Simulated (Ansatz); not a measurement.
Geometry optimisation of H₈N₂OSi₂ (`N[SiH](N)O[SiH3]`).

```yaml
crystal:
  periodic: [false, false, false]
  atoms:
    - {symbol: N, position_ang: [-1.296110, -1.674360, -0.194040]}
    - {symbol: Si, position_ang: [-0.243440, -0.477760, -0.840250]}
    - {symbol: N, position_ang: [1.323360, -1.187350, -0.747740]}
    - {symbol: O, position_ang: [-0.160660, 0.932490, -0.029420]}
    - {symbol: Si, position_ang: [0.148470, 1.981880, 1.151620]}
    - {symbol: H, position_ang: [-2.265020, -1.437610, -0.064950]}
    - {symbol: H, position_ang: [-0.971490, -2.227640, 0.582200]}
    - {symbol: H, position_ang: [-0.781500, -0.072500, -2.134170]}
    - {symbol: H, position_ang: [1.457920, -2.079830, -1.192120]}
    - {symbol: H, position_ang: [2.113020, -0.589810, -0.930080]}
    - {symbol: H, position_ang: [1.142400, 2.918260, 0.627120]}
    - {symbol: H, position_ang: [-1.126980, 2.637110, 1.443740]}
    - {symbol: H, position_ang: [0.660030, 1.277130, 2.328070]}
basis:
  gaussian: {orbitals: def2-TZVP}
hamiltonian: {xc: pbe0, dispersion: d4}
relax: {f_tol: 0.005, max_steps: 150}
```

```sh
$ ansatz run in.yaml --threads 2 --pin off --events-out ev --progress --plain --max-ram 32768MiB --backend cuda --devices 0, --max-vram 18GiB
```

It prints (some lines left out):

```
Functional definition: PBE0
mean field -20907.12118171 eV, -768.3225320721 hartree, gradient 6.0e-5 eV, S^2 0.000000; 0 other end points of the search recorded, 0 dependent functions left out
relax step   1: F+E_penalty+E_count = -20907.36793456 eV  Δ(F+E_penalty+E_count) = +0.000e0 eV  max|allowed force component| = 7.287e-1 eV/Å  Δτ_max = 0.0000 Å  (27 SCF iters, accepted)
mean field -20907.19354317 eV, -768.3251913068 hartree, gradient 1.3e-5 eV, S^2 0.000000; 0 other end points of the search recorded, 0 dependent functions left out
relax step   2: F+E_penalty+E_count = -20907.43903679 eV  Δ(F+E_penalty+E_count) = -7.110e-2 eV  max|allowed force component| = 3.214e-1 eV/Å  Δτ_max = 0.0900 Å  (30 SCF iters, accepted)
mean field -20907.20902995 eV, -768.3257604354 hartree, gradient 1.3e-5 eV, S^2 0.000000; 0 other end points of the search recorded, 0 dependent functions left out
relax step   3: F+E_penalty+E_count = -20907.45440268 eV  Δ(F+E_penalty+E_count) = -1.537e-2 eV  max|allowed force component| = 3.310e-1 eV/Å  Δτ_max = 0.0958 Å  (30 SCF iters, accepted)
mean field -20907.18907255 eV, -768.3250270144 hartree, gradient 1.0e-5 eV, S^2 0.000000; 0 other end points of the search recorded, 0 dependent functions left out
relax step   4: F+E_penalty+E_count = -20907.43537874 eV  Δ(F+E_penalty+E_count) = +1.902e-2 eV  max|allowed force component| = 3.860e-1 eV/Å  Δτ_max = 0.2000 Å  (36 SCF iters, rejected (line search))
mean field -20907.22456941 eV, -768.3263315002 hartree, gradient 1.6e-5 eV, S^2 0.000000; 0 other end points of the search recorded, 0 dependent functions left out
relax step   5: F+E_penalty+E_count = -20907.47119074 eV  Δ(F+E_penalty+E_count) = -1.679e-2 eV  max|allowed force component| = 1.239e-1 eV/Å  Δτ_max = 0.1000 Å  (29 SCF iters, accepted)
mean field -20907.23164856 eV, -768.3265916540 hartree, gradient 1.8e-5 eV, S^2 0.000000; 0 other end points of the search recorded, 0 dependent functions left out
relax step   6: F+E_penalty+E_count = -20907.47982340 eV  Δ(F+E_penalty+E_count) = -8.633e-3 eV  max|allowed force component| = 1.358e-1 eV/Å  Δτ_max = 0.1000 Å  (29 SCF iters, accepted)
mean field -20907.22437226 eV, -768.3263242547 hartree, gradient 2.1e-5 eV, S^2 0.000000; 0 other end points of the search recorded, 0 dependent functions left out
relax step   7: F+E_penalty+E_count = -20907.47301003 eV  Δ(F+E_penalty+E_count) = +6.813e-3 eV  max|allowed force component| = 3.695e-1 eV/Å  Δτ_max = 0.1013 Å  (29 SCF iters, rejected (line search))
mean field -20907.23473759 eV, -768.3267051736 hartree, gradient 1.2e-5 eV, S^2 0.000000; 0 other end points of the search recorded, 0 dependent functions left out
relax step   8: F+E_penalty+E_count = -20907.48340099 eV  Δ(F+E_penalty+E_count) = -3.578e-3 eV  max|allowed force component| = 2.278e-2 eV/Å  Δτ_max = 0.0500 Å  (30 SCF iters, accepted)
mean field -20907.23508658 eV, -768.3267179989 hartree, gradient 1.3e-5 eV, S^2 0.000000; 0 other end points of the search recorded, 0 dependent functions left out
relax step   9: F+E_penalty+E_count = -20907.48484849 eV  Δ(F+E_penalty+E_count) = -1.448e-3 eV  max|allowed force component| = 1.175e-1 eV/Å  Δτ_max = 0.0731 Å  (30 SCF iters, accepted)
mean field -20907.23637135 eV, -768.3267652132 hartree, gradient 1.2e-5 eV, S^2 0.000000; 0 other end points of the search recorded, 0 dependent functions left out
relax step  10: F+E_penalty+E_count = -20907.48659518 eV  Δ(F+E_penalty+E_count) = -1.747e-3 eV  max|allowed force component| = 1.318e-1 eV/Å  Δτ_max = 0.0480 Å  (31 SCF iters, accepted)
mean field -20907.23725930 eV, -768.3267978449 hartree, gradient 1.2e-5 eV, S^2 0.000000; 0 other end points of the search recorded, 0 dependent functions left out
relax step  11: F+E_penalty+E_count = -20907.48845465 eV  Δ(F+E_penalty+E_count) = -1.859e-3 eV  max|allowed force component| = 2.898e-2 eV/Å  Δτ_max = 0.0512 Å  (31 SCF iters, accepted)
mean field -20907.23716629 eV, -768.3267944269 hartree, gradient 1.2e-5 eV, S^2 0.000000; 0 other end points of the search recorded, 0 dependent functions left out
relax step  12: F+E_penalty+E_count = -20907.48898102 eV  Δ(F+E_penalty+E_count) = -5.264e-4 eV  max|allowed force component| = 2.606e-2 eV/Å  Δτ_max = 0.0520 Å  (31 SCF iters, accepted)
mean field -20907.23667641 eV, -768.3267764240 hartree, gradient 1.2e-5 eV, S^2 0.000000; 0 other end points of the search recorded, 0 dependent functions left out
relax step  13: F+E_penalty+E_count = -20907.48906255 eV  Δ(F+E_penalty+E_count) = -8.153e-5 eV  max|allowed force component| = 6.436e-2 eV/Å  Δτ_max = 0.0484 Å  (30 SCF iters, accepted)
mean field -20907.23732638 eV, -768.3268003100 hartree, gradient 1.2e-5 eV, S^2 0.000000; 0 other end points of the search recorded, 0 dependent functions left out
relax step  14: F+E_penalty+E_count = -20907.48952493 eV  Δ(F+E_penalty+E_count) = -4.624e-4 eV  max|allowed force component| = 2.695e-2 eV/Å  Δτ_max = 0.0136 Å  (32 SCF iters, accepted)
mean field -20907.23809125 eV, -768.3268284185 hartree, gradient 1.2e-5 eV, S^2 0.000000; 0 other end points of the search recorded, 0 dependent functions left out
relax step  15: F+E_penalty+E_count = -20907.49004533 eV  Δ(F+E_penalty+E_count) = -5.204e-4 eV  max|allowed force component| = 2.387e-2 eV/Å  Δτ_max = 0.0443 Å  (31 SCF iters, accepted)
mean field -20907.23855962 eV, -768.3268456306 hartree, gradient 1.2e-5 eV, S^2 0.000000; 0 other end points of the search recorded, 0 dependent functions left out
relax step  16: F+E_penalty+E_count = -20907.49041451 eV  Δ(F+E_penalty+E_count) = -3.692e-4 eV  max|allowed force component| = 3.007e-2 eV/Å  Δτ_max = 0.0710 Å  (30 SCF iters, accepted)
mean field -20907.23890381 eV, -768.3268582797 hartree, gradient 1.2e-5 eV, S^2 0.000000; 0 other end points of the search recorded, 0 dependent functions left out
relax step  17: F+E_penalty+E_count = -20907.49062388 eV  Δ(F+E_penalty+E_count) = -2.094e-4 eV  max|allowed force component| = 4.053e-2 eV/Å  Δτ_max = 0.0388 Å  (31 SCF iters, accepted)
[...]
relax step  21: F+E_penalty+E_count = -20907.49184924 eV  Δ(F+E_penalty+E_count) = -3.091e-4 eV  max|allowed force component| = 1.500e-2 eV/Å  Δτ_max = 0.0485 Å  (30 SCF iters, accepted)
mean field -20907.23985528 eV, -768.3268932455 hartree, gradient 1.2e-5 eV, S^2 0.000000; 0 other end points of the search recorded, 0 dependent functions left out
relax step  22: F+E_penalty+E_count = -20907.49121996 eV  Δ(F+E_penalty+E_count) = +6.293e-4 eV  max|allowed force component| = 1.170e-1 eV/Å  Δτ_max = 0.1344 Å  (29 SCF iters, rejected (line search))
mean field -20907.24085775 eV, -768.3269300855 hartree, gradient 1.2e-5 eV, S^2 0.000000; 0 other end points of the search recorded, 0 dependent functions left out
relax step  23: F+E_penalty+E_count = -20907.49231080 eV  Δ(F+E_penalty+E_count) = -4.616e-4 eV  max|allowed force component| = 1.657e-2 eV/Å  Δτ_max = 0.0655 Å  (30 SCF iters, accepted)
mean field -20907.24087312 eV, -768.3269306503 hartree, gradient 1.2e-5 eV, S^2 0.000000; 0 other end points of the search recorded, 0 dependent functions left out
relax step  24: F+E_penalty+E_count = -20907.49237407 eV  Δ(F+E_penalty+E_count) = -6.327e-5 eV  max|allowed force component| = 8.539e-2 eV/Å  Δτ_max = 0.0966 Å  (30 SCF iters, accepted)
mean field -20907.24132670 eV, -768.3269473190 hartree, gradient 1.2e-5 eV, S^2 0.000000; 0 other end points of the search recorded, 0 dependent functions left out
relax step  25: F+E_penalty+E_count = -20907.49281681 eV  Δ(F+E_penalty+E_count) = -4.427e-4 eV  max|allowed force component| = 3.721e-2 eV/Å  Δτ_max = 0.0181 Å  (32 SCF iters, accepted)
mean field -20907.24148654 eV, -768.3269531932 hartree, gradient 1.2e-5 eV, S^2 0.000000; 0 other end points of the search recorded, 0 dependent functions left out
relax step  26: F+E_penalty+E_count = -20907.49331858 eV  Δ(F+E_penalty+E_count) = -5.018e-4 eV  max|allowed force component| = 4.971e-2 eV/Å  Δτ_max = 0.0401 Å  (30 SCF iters, accepted)
mean field -20907.24197821 eV, -768.3269712617 hartree, gradient 1.2e-5 eV, S^2 0.000000; 0 other end points of the search recorded, 0 dependent functions left out
relax step  27: F+E_penalty+E_count = -20907.49384756 eV  Δ(F+E_penalty+E_count) = -5.290e-4 eV  max|allowed force component| = 4.087e-2 eV/Å  Δτ_max = 0.0369 Å  (31 SCF iters, accepted)
mean field -20907.24188227 eV, -768.3269677358 hartree, gradient 1.3e-5 eV, S^2 0.000000; 0 other end points of the search recorded, 0 dependent functions left out
relax step  28: F+E_penalty+E_count = -20907.49404208 eV  Δ(F+E_penalty+E_count) = -1.945e-4 eV  max|allowed force component| = 1.194e-1 eV/Å  Δτ_max = 0.1285 Å  (30 SCF iters, accepted)
mean field -20907.24292295 eV, -768.3270059802 hartree, gradient 1.2e-5 eV, S^2 0.000000; 0 other end points of the search recorded, 0 dependent functions left out
relax step  29: F+E_penalty+E_count = -20907.49519909 eV  Δ(F+E_penalty+E_count) = -1.157e-3 eV  max|allowed force component| = 4.480e-2 eV/Å  Δτ_max = 0.0162 Å  (32 SCF iters, accepted)
mean field -20907.24327692 eV, -768.3270189883 hartree, gradient 1.2e-5 eV, S^2 0.000000; 0 other end points of the search recorded, 0 dependent functions left out
relax step  30: F+E_penalty+E_count = -20907.49589465 eV  Δ(F+E_penalty+E_count) = -6.956e-4 eV  max|allowed force component| = 2.656e-2 eV/Å  Δτ_max = 0.0370 Å  (30 SCF iters, accepted)
mean field -20907.24334694 eV, -768.3270215615 hartree, gradient 1.2e-5 eV, S^2 0.000000; 0 other end points of the search recorded, 0 dependent functions left out
relax step  31: F+E_penalty+E_count = -20907.49639331 eV  Δ(F+E_penalty+E_count) = -4.987e-4 eV  max|allowed force component| = 1.803e-2 eV/Å  Δτ_max = 0.0557 Å  (30 SCF iters, accepted)
mean field -20907.24284816 eV, -768.3270032318 hartree, gradient 1.2e-5 eV, S^2 0.000000; 0 other end points of the search recorded, 0 dependent functions left out
relax step  32: F+E_penalty+E_count = -20907.49641847 eV  Δ(F+E_penalty+E_count) = -2.516e-5 eV  max|allowed force component| = 4.626e-2 eV/Å  Δτ_max = 0.0846 Å  (30 SCF iters, accepted)
mean field -20907.24306227 eV, -768.3270111000 hartree, gradient 1.2e-5 eV, S^2 0.000000; 0 other end points of the search recorded, 0 dependent functions left out
relax step  33: F+E_penalty+E_count = -20907.49665814 eV  Δ(F+E_penalty+E_count) = -2.397e-4 eV  max|allowed force component| = 3.890e-2 eV/Å  Δτ_max = 0.0144 Å  (32 SCF iters, accepted)
mean field -20907.24343368 eV, -768.3270247491 hartree, gradient 1.2e-5 eV, S^2 0.000000; 0 other end points of the search recorded, 0 dependent functions left out
relax step  34: F+E_penalty+E_count = -20907.49679453 eV  Δ(F+E_penalty+E_count) = -1.364e-4 eV  max|allowed force component| = 2.789e-2 eV/Å  Δτ_max = 0.0380 Å  (31 SCF iters, accepted)
mean field -20907.24391656 eV, -768.3270424948 hartree, gradient 1.2e-5 eV, S^2 0.000000; 0 other end points of the search recorded, 0 dependent functions left out
relax step  35: F+E_penalty+E_count = -20907.49696376 eV  Δ(F+E_penalty+E_count) = -1.692e-4 eV  max|allowed force component| = 2.660e-2 eV/Å  Δτ_max = 0.0238 Å  (31 SCF iters, accepted)
mean field -20907.24392201 eV, -768.3270426950 hartree, gradient 1.2e-5 eV, S^2 0.000000; 0 other end points of the search recorded, 0 dependent functions left out
relax step  36: F+E_penalty+E_count = -20907.49705977 eV  Δ(F+E_penalty+E_count) = -9.601e-5 eV  max|allowed force component| = 5.032e-3 eV/Å  Δτ_max = 0.0072 Å  (32 SCF iters, accepted)
mean field -20907.24389477 eV, -768.3270416941 hartree, gradient 1.4e-5 eV, S^2 0.000000; 0 other end points of the search recorded, 0 dependent functions left out
relax step  37: F+E_penalty+E_count = -20907.49707254 eV  Δ(F+E_penalty+E_count) = -1.277e-5 eV  max|allowed force component| = 2.410e-3 eV/Å  Δτ_max = 0.0036 Å  (23 SCF iters, accepted)
mean field -20907.24389477 eV, -768.3270416941 hartree, gradient 1.7e-5 eV, S^2 0.000000; 1 other end points of the search recorded, 0 dependent functions left out
Total energy: -20907.49710982 eV, -768.3363471752 hartree
Atom 0 at    -1.160725    -1.688720    -0.015333 Å, force    -0.000214    -0.001293     0.001065 eV/Å
Atom 1 at    -0.332875    -0.465754    -0.859583 Å, force    -0.000894     0.002410    -0.001564 eV/Å
Atom 2 at     1.316921    -0.910545    -0.837423 Å, force     0.000341    -0.000171     0.000116 eV/Å
Atom 3 at    -0.383597     1.052881    -0.235539 Å, force    -0.000585    -0.001927    -0.001677 eV/Å
Atom 4 at     0.121390     1.876077     1.081592 Å, force     0.000438    -0.000084     0.000654 eV/Å
Atom 5 at    -2.147341    -1.834925    -0.146581 Å, force     0.000191    -0.000074    -0.000421 eV/Å
Atom 6 at    -0.843917    -2.019589     0.881248 Å, force    -0.000519    -0.000390     0.000166 eV/Å
Atom 7 at    -1.013563    -0.346737    -2.171239 Å, force     0.000600     0.000206     0.001051 eV/Å
Atom 8 at     1.590439    -1.846692    -1.086817 Å, force    -0.000061     0.000512     0.000469 eV/Å
Atom 9 at     2.029773    -0.240899    -1.076180 Å, force     0.000093    -0.000092    -0.000099 eV/Å
Atom 10 at     1.561308     2.228954     0.957171 Å, force     0.000461     0.000305    -0.000024 eV/Å
Atom 11 at    -0.673771     3.124483     1.188946 Å, force    -0.000176     0.000764     0.000141 eV/Å
Atom 12 at    -0.064040     1.071476     2.319719 Å, force     0.000324    -0.000166     0.000122 eV/Å
Dipole moment:     0.082542    -0.270125     0.055264 e Å
```

Hardware: 2 threads of an AMD EPYC 7R13 on a shared host and a share of an NVIDIA H100 80 GB. Wall time 88 s, peak host memory 0.87 GiB.
